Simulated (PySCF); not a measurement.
Trend along the fourth-period p block: MCa cations

PBE0 with double-zeta basis sets in PySCF, for the lowest determinant that a PBE0 search found; no spin–orbit coupling. De refers to high-spin ground-configuration atoms (the charge goes to the atom of lower measured ionisation energy or higher electron affinity, which is not always the lowest computed limit). A positive dipole points towards Ca; it is taken about the centre of mass and depends on that origin.

```
 M        basis  charged atom  state (unpaired electrons)  Re (Å)  ωe (cm⁻¹)  De (eV)  μ (D)
Ga      pcseg-1           Ga+      singlet (closed shell)   3.479        126     1.58   6.35
Ge      pcseg-1           Ca+         quartet (σ ↑, π ↑↑)   2.707        251     1.63  10.64
As  aug-pcseg-1           Ca+              triplet (π ↑↑)   2.755        251     1.60  11.61
Se     def2-SVP           Ca+               doublet (π ↑)   2.587        310     2.70  12.70
Br   x2c-SVPall           Ca+      singlet (closed shell)   2.467        353     3.93  12.88
```

(1) By what factor does the bond length vary along the series?

The rows differ in basis set, which adds steps of its own.

The state changes along the series, so neighbouring rows are not always alike in their bonding.

Closed-shell solutions of metal pairs were not tested for spin polarisation, which can lower them a little. For an ion De counts to the pair picked by the measured ionisation energies or electron affinities, which need not be the lowest pair at this level. States were picked by a PBE0 search and need not be the measured ground states.

## Answers

(1) At PBE0 it runs from 2.467 Å (CaBr⁺) to 3.479 Å (CaGa⁺), a factor of 1.41.
